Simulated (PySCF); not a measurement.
HN (SMILES [NH]), singlet, at a GFN2-xTB geometry, with bond 2-1 at 1.6 times its length. Base run: HF/def2-TZVP in PySCF.

Geometry (Å):
```xyz
2

N      0.0000     0.0000    -0.1280
H      0.0000     0.0000     1.5099
```
Charge 0, spin multiplicity 1.
All else is at PySCF's defaults.
Base energy -54.76521 Eh.

The base run was repeated with changes; each row names its change, and settings that it needs were set with it.

```
change                                                                            ΔE vs base (mEh)  SCF cycles               outcome
--------------------------------------------------------------------------------  ----------------  ----------  --------------------
base                                                                                         0.000           8             converged
conv_tol = 1e-12                                                                             0.000          10             converged
init_guess = 1e                                                                              0.000          11             converged
conv_tol = 1e-11                                                                             0.000           9             converged
level_shift = 0.1 (with mf.max_cycle = 100)                                                  0.000           9             converged
solver = newton; init_guess = 1e                                                             404.9           -  another SCF solution
conv_tol = 1e-7                                                                              0.000           8             converged
init_guess = atom                                                                            0.000           8             converged
conv_tol = 1e-6                                                                              0.000           7             converged
diis = off; damp = 0.3 (with mf.diis_start_cycle = 200; with mf.max_cycle = 150)             0.000          19             converged
DIIS = EDIIS                                                                                 0.000          23             converged
level_shift = 0.5 (with mf.max_cycle = 100)                                                  0.000          13             converged
init_guess = huckel                                                                          0.000           8             converged
```

A guess, shift, damping, solver or small numerical setting can't move a converged solution much, so rows marked as another SCF solution ended in a different state.
